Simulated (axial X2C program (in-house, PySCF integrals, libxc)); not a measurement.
**Worked dissociation energy of CsBe: PBE0, without spin–orbit coupling**

Calculated with an axial X2C code built on PySCF integrals. Spin-free means the one-electron spin-free X2C Hamiltonian. Basis: Cs dyall-cv3z [15s15p9d4f1g], Be dyall-cv3z [8s8p3d1f] (cores contracted in-house); Gaussian nuclei, density fitting, unrestricted open shells. Masses: Cs 132.905 u, Be 9.012 u.

Molecular state: M_S = 1/2, Λ = 0 (beyond evenly filled blocks: σα).

```
E(Cs) (2M_S = 1, M_L = 0) : -7785.824593 hartree
E(Be) (2M_S = 0, M_L = 0) : -14.639214 hartree
E(CsBe) at Re             : -7800.474359 hartree
ωe                        : 143.0 cm⁻¹
ωexe                      : 2.04 cm⁻¹
```

Work out De and D0.

De = -7785.824593 + (-14.639214) − (-7800.474359) = 0.01055 hartree = 0.287 eV. The zero-point energy is ωe/2 − ωexe/4 = 71 cm⁻¹ = 0.009 eV, so D0 = 0.278 eV.

The state is a single determinant with fixed occupations, the lowest that a limited PBE0 search found. De is counted from the lowest determinant-based energies of the atoms at the same level, without counterpoise correction.

The levels of this run spread widely (ωe from 81 to 160 cm⁻¹), so these constants depend on the method.

Each atomic determinant is the lowest at this level and need not be a pure term. Totals compare only within one Hamiltonian and basis.
